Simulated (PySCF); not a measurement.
PySCF input file for CH₆Ge, SMILES [GeH3][CH3], TDA-PBE0/def2-SVPD. Geometry: B3LYP-D3(BJ)/def2-TZVP.

```python
import numpy as np
from pyscf import gto, scf, dft, tdscf

mol = gto.M(
    atom='''
    Ge   -0.00000000   -0.00000000   -0.39120131
    C     0.00000000    0.00000000    1.57455972
    H     1.25087547   -0.72219329   -0.92710635
    H     0.00000001    1.44438659   -0.92710634
    H    -1.25087548   -0.72219328   -0.92710635
    H    -0.00000001   -1.02250671    1.95080084
    H    -0.88551679    0.51125336    1.95080085
    H     0.88551678    0.51125334    1.95080085
    ''',
    basis='def2-SVPD',
    charge=0,
    spin=0,
    symmetry=True,
    max_memory=1600,
    verbose=4,
)
mf = dft.RKS(mol, xc='pbe0').density_fit(auxbasis='def2-universal-jkfit')
mf.grids.level = 3
mf.conv_tol = 1e-9
mf.max_cycle = 100
mf.kernel()
mf.grids = dft.Grids(mol).set(level=1).build(with_non0tab=True)  # coarser grid for the response kernel
td = tdscf.TDA(mf)
td.singlet = True
td.nstates = 10
td.conv_tol = 1e-4
td.kernel(x0=td.get_init_guess(mf, 15))
td.analyze()
tt = tdscf.TDA(mf)
tt.singlet = False
tt.nstates = 4
tt.conv_tol = 1e-4
tt.kernel(x0=tt.get_init_guess(mf, 9))
tt.analyze(verbose=3)
```

It prints:

```
PySCF version 2.14.0

[INPUT] verbose = 4
[INPUT] num. atoms = 8
[INPUT] num. electrons = 44
[INPUT] charge = 0
[INPUT] spin (= nelec alpha-beta = 2S) = 0
[INPUT] symmetry True subgroup None
[INPUT] Mole.unit = angstrom
[INPUT] Symbol           X                Y                Z      unit          X                Y                Z       unit  Magmom
[INPUT]  1 Ge     0.000000000000   0.000000000000  -0.391201310000 AA    0.000000000000   0.000000000000  -0.739263335471 Bohr   0.0
[INPUT]  2 C      0.000000000000   0.000000000000   1.574559720000 AA    0.000000000000   0.000000000000   2.975486637572 Bohr   0.0
[INPUT]  3 H      1.250875470000  -0.722193290000  -0.927106350000 AA    2.363812054237  -1.364747527099  -1.751977089845 Bohr   0.0
[INPUT]  4 H      0.000000010000   1.444386590000  -0.927106340000 AA    0.000000018897   2.729495073094  -1.751977070948 Bohr   0.0
[INPUT]  5 H     -1.250875480000  -0.722193280000  -0.927106350000 AA   -2.363812073134  -1.364747508201  -1.751977089845 Bohr   0.0
[INPUT]  6 H     -0.000000010000  -1.022506710000   1.950800840000 AA   -0.000000018897  -1.932257642430   3.686479311171 Bohr   0.0
[INPUT]  7 H     -0.885516790000   0.511253360000   1.950800850000 AA   -1.673384211804   0.966128830664   3.686479330069 Bohr   0.0
[INPUT]  8 H      0.885516780000   0.511253340000   1.950800850000 AA    1.673384192907   0.966128792869   3.686479330069 Bohr   0.0

nuclear repulsion = 119.536750873136
point group symmetry = C3v, use subgroup Cs
symmetry origin: [-8.58966423e-10  4.29483199e-10 -4.29483207e-09]
symmetry axis x: [1.06891914e-09 1.00000000e+00 4.60302109e-10]
symmetry axis y: [-1.34211936e-09 -4.60302108e-10  1.00000000e+00]
symmetry axis z: [ 1.00000000e+00 -1.06891914e-09  1.34211936e-09]
num. orbitals of irrep A' = 68
num. orbitals of irrep A" = 38
number of shells = 46
number of NR pGTOs = 170
number of NR cGTOs = 106
basis = def2-SVPD
ecp = {}


******** <class 'pyscf.df.df_jk.DFSymAdaptedRKS'> ********
method = DFSymAdaptedRKS
initial guess = minao
damping factor = 0
level_shift factor = 0
DIIS = <class 'pyscf.scf.diis.CDIIS'>
diis_start_cycle = 1
diis_space = 8
diis_damp = 0
SCF conv_tol = 1e-09
SCF conv_tol_grad = None
SCF max_cycles = 100
direct_scf = False
XC library pyscf.dft.libxc version 7.1.2
    S. Lehtola, C. Steigemann, M. J. T. Oliveira, and M. A. L. Marques,  SoftwareX 7, 1–5 (2018)
XC functionals = pbe0
    C. Adamo and V. Barone,  J. Chem. Phys. 110, 6158 (1999)
    M. Ernzerhof and G. E. Scuseria,  J. Chem. Phys. 110, 5029 (1999)
radial grids:
    Treutler-Ahlrichs [JCP 102, 346 (1995); DOI:10.1063/1.469408] (M4) radial grids

becke partition: Becke, JCP 88, 2547 (1988); DOI:10.1063/1.454033
pruning grids: <function nwchem_prune>
grids dens level: 3
symmetrized grids: True
atomic radii adjust function: <function treutler_atomic_radii_adjust>
small_rho_cutoff = 0
Freeze 0 electrons in irreps []
    44 free electrons in irreps A' A"
Set gradient conv threshold to 3.16228e-05
Initial guess from minao.
tot grids = 93608
******** <class 'pyscf.df.df.DF'> ********
auxbasis = def2-universal-jkfit
init E= -2117.30485482505
HOMO (A") = -0.352330392847147  LUMO (A') = -0.013400616348382  gap/eV = 9.22275
cycle= 1 E= -2118.07566212929  delta_E= -0.771  |g|= 0.425  |ddm|= 2.78
HOMO (A') = -0.293316079057401  LUMO (A') = 0.0149299206153271  gap/eV = 8.38780
cycle= 2 E= -2118.06401446629  delta_E= 0.0116  |g|= 0.484  |ddm|= 0.686
HOMO (A') = -0.329314777610867  LUMO (A') = 0.0143452779122653  gap/eV = 9.35147
cycle= 3 E= -2118.10363021112  delta_E= -0.0396  |g|= 0.0207  |ddm|= 0.431
HOMO (A') = -0.326487030221935  LUMO (A') = 0.0140288987685473  gap/eV = 9.26591
cycle= 4 E= -2118.10374544153  delta_E= -0.000115  |g|= 0.0111  |ddm|= 0.0407
HOMO (A') = -0.328232209122278  LUMO (A') = 0.0137459247938212  gap/eV = 9.30570
cycle= 5 E= -2118.10377201182  delta_E= -2.66e-05  |g|= 0.00148  |ddm|= 0.0108
HOMO (A') = -0.328041172476789  LUMO (A') = 0.0138623670536475  gap/eV = 9.30367
cycle= 6 E= -2118.10377261314  delta_E= -6.01e-07  |g|= 0.000122  |ddm|= 0.0026
HOMO (A') = -0.328056119134779  LUMO (A') = 0.0138592194811644  gap/eV = 9.30399
cycle= 7 E= -2118.1037726178  delta_E= -4.66e-09  |g|= 2.72e-05  |ddm|= 0.000293
HOMO (A') = -0.328049782982013  LUMO (A') = 0.013860698599983  gap/eV = 9.30386
cycle= 8 E= -2118.10377261804  delta_E= -2.36e-10  |g|= 5.33e-06  |ddm|= 6.59e-05
HOMO (A') = -0.328051290681187  LUMO (A') = 0.0138601082822571  gap/eV = 9.30388
Extra cycle  E= -2118.10377261804  delta_E= -9.09e-12  |g|= 4.76e-06  |ddm|= 1.59e-05
converged SCF energy = -2118.10377261804
tot grids = 27432


******** <class 'pyscf.tdscf.rks.TDA'> for <class 'pyscf.df.df_jk.DFSymAdaptedRKS'> ********
nstates = 10 singlet
deg_eia_thresh = 1.000e-03
wfnsym = None
conv_tol = 0.0001
eigh lindep = 1e-12
eigh level_shift = 0
eigh max_cycle = 100


Excitation energies (eV)
[8.13212903 8.38042594 8.3805841  8.76235687 8.76239609 8.77891157
 9.09050274 9.09051999 9.17033701 9.69460274]

** Singlet excitation energies and oscillator strengths **
Excited State   1:   A'      8.13213 eV    152.46 nm  f=0.0182
      22 -> 23       -0.70240
Excited State   2:   A'      8.38043 eV    147.94 nm  f=0.0592
      20 -> 23        0.68982
Excited State   3:   A"      8.38058 eV    147.94 nm  f=0.0592
      21 -> 23       -0.68980
Excited State   4:   A"      8.76236 eV    141.50 nm  f=0.0802
      21 -> 23        0.10353
      21 -> 24        0.68745
Excited State   5:   A'      8.76240 eV    141.50 nm  f=0.0802
      20 -> 23        0.10343
      20 -> 24        0.68737
Excited State   6:   A'      8.77891 eV    141.23 nm  f=0.4333
      22 -> 24        0.68065
      22 -> 27        0.10571
Excited State   7:   A'      9.09050 eV    136.39 nm  f=0.0002
      22 -> 26       -0.68539
Excited State   8:   A"      9.09052 eV    136.39 nm  f=0.0002
      22 -> 25       -0.68539
Excited State   9:   A"      9.17034 eV    135.20 nm  f=0.0000
      20 -> 25        0.49812
      21 -> 26       -0.49820
Excited State  10:   A'      9.69460 eV    127.89 nm  f=0.0781
      20 -> 26        0.48085
      21 -> 25        0.47962

** Transition electric dipole moments (AU) **
state          X           Y           Z        Dip. S.      Osc.
  1         0.0000     -0.0001      0.3021      0.0913      0.0182
  2        -0.0000     -0.5370     -0.0001      0.2884      0.0592
  3         0.5370     -0.0000     -0.0000      0.2883      0.0592
  4        -0.6111     -0.0000     -0.0000      0.3734      0.0802
  5        -0.0000     -0.6109     -0.0214      0.3737      0.0802
  6        -0.0000     -0.0092      1.4193      2.0145      0.4333
  7         0.0000     -0.0265     -0.0001      0.0007      0.0002
  8        -0.0264     -0.0000     -0.0000      0.0007      0.0002
  9         0.0003      0.0000      0.0000      0.0000      0.0000
 10        -0.0000     -0.0009      0.5733      0.3286      0.0781

** Transition velocity dipole moments (imaginary part, AU) **
state          X           Y           Z        Dip. S.      Osc.
  1         0.0000     -0.0000      0.0692      0.0048      0.0107
  2        -0.0000     -0.1330     -0.0000      0.0177      0.0383
  3         0.1329     -0.0000      0.0000      0.0177      0.0383
  4        -0.1988     -0.0000      0.0000      0.0395      0.0819
  5        -0.0000     -0.1988     -0.0060      0.0396      0.0819
  6        -0.0000     -0.0030      0.3967      0.1574      0.3252
  7        -0.0000     -0.0322     -0.0000      0.0010      0.0021
  8        -0.0321      0.0000      0.0000      0.0010      0.0021
  9         0.0001      0.0000      0.0000      0.0000      0.0000
 10        -0.0000     -0.0002      0.1590      0.0253      0.0473

** Transition magnetic dipole moments (imaginary part, AU) **
state          X           Y           Z
  1         0.0001     -0.0000      0.0000
  2         1.2560     -0.0000      0.0000
  3         0.0000      1.2562     -0.0003
  4         0.0000      0.5220      0.0005
  5        -0.5221      0.0000     -0.0000
  6        -0.0077     -0.0000     -0.0000
  7         0.5539     -0.0000     -0.0000
  8        -0.0000     -0.5537      0.0003
  9        -0.0000      0.0001      1.6393
 10         0.0009     -0.0000      0.0000


******** <class 'pyscf.tdscf.rks.TDA'> for <class 'pyscf.df.df_jk.DFSymAdaptedRKS'> ********
nstates = 4 triplet
deg_eia_thresh = 1.000e-03
wfnsym = None
conv_tol = 0.0001
eigh lindep = 1e-12
eigh level_shift = 0
eigh max_cycle = 100


Excitation energies (eV)
[7.65860683 7.78985132 7.79003286 7.94271422]

** Triplet excitation energies and oscillator strengths **
Excited State   1:   A'      7.65861 eV    161.89 nm  f=0.0000
Excited State   2:   A'      7.78985 eV    159.16 nm  f=0.0000
Excited State   3:   A"      7.79003 eV    159.16 nm  f=0.0000
Excited State   4:   A'      7.94271 eV    156.10 nm  f=0.0000
```

The run converged.

Cost: about 40 core-seconds (a rough figure).
